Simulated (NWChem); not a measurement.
System: C2H7NOSi; SMILES N[Si@H]1CCO1

The following NWChem deck was run.

```
start job
memory heap 200 mb stack 900 mb global 1100 mb
geometry units angstroms noautosym nocenter noautoz
  N     -0.062892     1.993353    -0.378790
  Si    -0.072977     0.498793     0.464913
  C     -1.099436    -0.945009    -0.202569
  C      0.273640    -1.667503    -0.257629
  O      1.175648    -0.607909     0.179774
  H      0.191845     2.854042     0.088377
  H      0.081889     2.051730    -1.379197
  H     -0.218665     0.891642     1.892508
  H     -1.828902    -1.402958     0.471111
  H     -1.565012    -0.802146    -1.182145
  H      0.342213    -2.517993     0.430062
  H      0.562280    -2.001688    -1.261035
end
basis spherical
  * library 6-31g*
end
dft
  xc b3lyp
  iterations 150
end
property
  response 1 0.0773
end
task dft property
```

Output (shortened):

```
             Northwest Computational Chemistry Package (NWChem) 7.3.0
             --------------------------------------------------------

                             Geometry "geometry" -> ""
                             -------------------------

 Output coordinates in angstroms (scale by  1.889725989 to convert to a.u.)

  No.       Tag          Charge          X              Y              Z
 ---- ---------------- ---------- -------------- -------------- --------------
    1 N                    7.0000    -0.06289200     1.99335300    -0.37879000
    2 Si                  14.0000    -0.07297700     0.49879300     0.46491300
    3 C                    6.0000    -1.09943600    -0.94500900    -0.20256900
    4 C                    6.0000     0.27364000    -1.66750300    -0.25762900
    5 O                    8.0000     1.17564800    -0.60790900     0.17977400
    6 H                    1.0000     0.19184500     2.85404200     0.08837700
    7 H                    1.0000     0.08188900     2.05173000    -1.37919700
    8 H                    1.0000    -0.21866500     0.89164200     1.89250800
    9 H                    1.0000    -1.82890200    -1.40295800     0.47111100
   10 H                    1.0000    -1.56501200    -0.80214600    -1.18214500
   11 H                    1.0000     0.34221300    -2.51799300     0.43006200
   12 H                    1.0000     0.56228000    -2.00168800    -1.26103500

 Effective nuclear repulsion energy (a.u.)     242.9919686722

                              NWChem Property Module
                              ----------------------

                                 NWChem DFT Module
                                 -----------------

 Summary of "ao basis" -> "ao basis" (spherical)
 ------------------------------------------------------------------------------
       Tag                 Description            Shells   Functions and Types
 ---------------- ------------------------------  ------  ---------------------
 N                           6-31g*                  6       14   3s2p1d
 Si                          6-31g*                  8       18   4s3p1d
 C                           6-31g*                  6       14   3s2p1d
 O                           6-31g*                  6       14   3s2p1d
 H                           6-31g*                  2        2   2s

            General Information
            -------------------
          SCF calculation type: DFT
          Wavefunction type:  closed shell.
          No. of atoms     :    12
          No. of electrons :    48
           Alpha electrons :    24
            Beta electrons :    24
          Charge           :     0
          Spin multiplicity:     1
          Use of symmetry is: off; symmetry adaption is: off
          Maximum number of iterations: 150
          AO basis - number of functions:    88
                     number of shells:    46
          Convergence on energy requested:  1.00D-06
          Convergence on density requested:  1.00D-05
          Convergence on gradient requested:  5.00D-04

              XC Information
              --------------
                         B3LYP Method XC Potential
                     Hartree-Fock (Exact) Exchange  0.200
                        Slater Exchange Functional  0.800 local
                    Becke 1988 Exchange Functional  0.720 non-local
              Lee-Yang-Parr Correlation Functional  0.810
                  VWN I RPA Correlation Functional  0.190 local

             Grid Information
             ----------------
          Grid used for XC integration:  medium
          Radial quadrature: Mura-Knowles
          Angular quadrature: Lebedev.
          Tag              B.-S. Rad. Rad. Pts. Rad. Cut. Ang. Pts.
          ---              ---------- --------- --------- ---------
          N                   0.65       49          11.0       434
          Si                  1.10       88           9.0       590
          C                   0.70       49          11.0       434
          O                   0.60       49          10.0       434
          H                   0.35       45          12.0       434
          Grid pruning is: on
          Number of quadrature shells:   599
          Spatial weights used:  Erf1

      Superposition of Atomic Density Guess
      -------------------------------------

 Sum of atomic energies:        -496.67353407

      Non-variational initial energy
      ------------------------------

 Total energy =    -499.362973
 1-e energy   =   -1164.786845
 2-e energy   =     422.431903
 HOMO         =      -0.327193
 LUMO         =       0.070026

   convergence    iter        energy       DeltaE   RMS-Dens  Diis-err
 ---------------- ----- ----------------- --------- --------- ---------
 d= 0,ls=0.0,diis     1   -499.8396521923 -7.43D+02  1.54D-02  7.78D-01
 d= 0,ls=0.0,diis     2   -499.7882801289  5.14D-02  9.28D-03  1.42D+00
 d= 0,ls=0.0,diis     3   -499.9243200193 -1.36D-01  1.79D-03  5.38D-02
 d= 0,ls=0.0,diis     4   -499.9281685440 -3.85D-03  7.42D-04  1.03D-02
 d= 0,ls=0.0,diis     5   -499.9292866505 -1.12D-03  1.41D-04  3.24D-04
  Resetting Diis
 d= 0,ls=0.0,diis     6   -499.9293193362 -3.27D-05  4.55D-05  3.49D-05
 d= 0,ls=0.0,diis     7   -499.9293234907 -4.15D-06  1.56D-05  9.66D-07
 d= 0,ls=0.0,diis     8   -499.9293234120  7.88D-08  8.78D-06  1.64D-06

[...]

 DFT Linear Response polarizability / au
 Frequency  =       0.0773000 / au
 Wavelength =     589.4353558 / nm
              X              Y              Z
 -----------------------------------------------
 X      41.0993123      0.8822561     -0.1470623
 Y       0.8822792     59.8201364      1.2910180
 Z      -0.1470634      1.2910223     47.3196309
 -----------------------------------------------
 Eigenvalues =      41.0508579     59.9914834     47.1967383
 Isotropic   =      49.4130265
 Anisotropic =      16.7365565
 -----------------------------------------------

 Magnetic Dipole Response Matrix (nonzero elements):
```

Level: B3LYP/6-31G* (spherical d). Coordinates come from a B3LYP/6-31G* (spherical d) optimisation. B3LYP is NWChem's, with the RPA form of VWN correlation.
